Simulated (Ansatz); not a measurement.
The cluster B2Mo2, relaxed as a singlet with RKS r2SCAN-D4/def2-TZVP in Ansatz, starting from the GFN1-xTB geometry. Force threshold 0.02 eV/Å.

In the def2 sets Mo takes a core potential; there is no spin–orbit coupling. This restricted singlet of an open-shell metal (gap down to 0.58 eV) wasn't tested against broken symmetry. The relaxation made no stability test and no search for a lower SCF solution. No other spin state of charge 0 was run. Another isomer (singlet) lies 0.62 eV lower at PBE0-D4/def2-TZVP; other spin states weren't run for this one.

Start:

```xyz
4

Mo   -0.423   -0.584   -1.299
Mo   -1.034    0.988    0.399
B     1.137    0.408    0.063
B     0.320   -0.812    0.837
```

(1) Estimate the energy that the relaxation releases and the steps that it takes.

(2) Does the start keep its bonding and symmetry?

(3) Predict the relaxed structure.

Results:

(1) 33.5 kcal/mol, in 6 steps; 13 s on 4 threads of Arm Neoverse V1 on a shared host. No frequencies were taken in this run, so the end may be a saddle point.

(2) By distances, no bond broke or formed. The bond that changes most is Mo1–Mo2, from 2.39 to 2.16 Å (atoms count from 1). Point group C2v at the start, C2v at the end, both within 0.05 Å.

(3) 
```tsv
atom	x (Å)	y (Å)	z (Å)
Mo1	-0.3642	-0.5232	-1.1700
Mo2	-0.9269	0.8816	0.3728
B3	1.0501	0.4115	0.0090
B4	0.2410	-0.7699	0.7882
```
Bond lengths (bridged metal pairs left out): 4 × B–Mo 2.06 to 2.07 Å; 1 × Mo–Mo 2.16 Å; 1 × B–B 1.63 Å.
